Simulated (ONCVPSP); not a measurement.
## Er: excitation energies, all-electron against ONCV

* Element: Er
* Generator: ONCVPSP 4.0.1
* Type: optimised norm-conserving Vanderbilt (ONCV)
* Functional: PBE
* Relativity: scalar-relativistic
* Frozen core: [Kr] 4d10 4f11
* Valence charge: 11
* Reference configuration: 5s2 5p6 5d1 6s1.75 6p0.25
* Partial waves: 5s+6s: rc 1.60 bohr, ncon 3, nbas 8, qcut 7.3 1/bohr, 2 projectors; 5p+6p: rc 1.95 bohr, ncon 4, nbas 7, qcut 7.1 1/bohr, 2 projectors; 5d: rc 2.85 bohr, ncon 4, nbas 8, qcut 4.3 1/bohr, 2 projectors, debl 3.5 Ha; f scattering state at 0.41 Ha: rc 2.85 bohr, ncon 4, nbas 8, qcut 4.5 1/bohr, 2 projectors, debl 2.9 Ha
* Local potential: polynomial inside 1.40 bohr (lpopt 5, dvloc0 3 Ha)
* Core correction: polynomial model core, fcfact 0.4

Energies are relative to the spin-unpolarised reference configuration 5s2 5p6 5d1 6s1.75 6p0.25; without spin polarisation the order of configurations can differ from experiment.

Give the all-electron excitation energy and the error of the potential for: 5s2 5p6 5d1 6s2 6p0; 5s2 5p6 5d1 6s1 6p0; 5s2 5p6 5d1 6s0 6p0; 5s2 5p6 5d2 6s1 6p0.

| valence configuration | charge | ΔE all-electron (eV) | error AE − PS (meV) |
| --- | --- | --- | --- |
| 5s2 5p6 5d1 6s2 6p0 | 0 | -0.775 | +0.1 |
| 5s2 5p6 5d1 6s1 6p0 | +1 | 6.269 | -3.6 |
| 5s2 5p6 5d1 6s0 6p0 | +2 | 19.034 | -25 |
| 5s2 5p6 5d2 6s1 6p0 | 0 | 1.685 | -4.2 |

Levels in the configuration 5s2 5p6 5d2 6s1 6p0:

```json
{"level": "5s", "all-electron (eV)": "-54.808", "pseudo (eV)": "-54.783"}
{"level": "5p", "all-electron (eV)": "-28.645", "pseudo (eV)": "-28.622"}
{"level": "5d", "all-electron (eV)": "-1.505", "pseudo (eV)": "-1.501"}
{"level": "6s", "all-electron (eV)": "-4.080", "pseudo (eV)": "-4.077"}
```
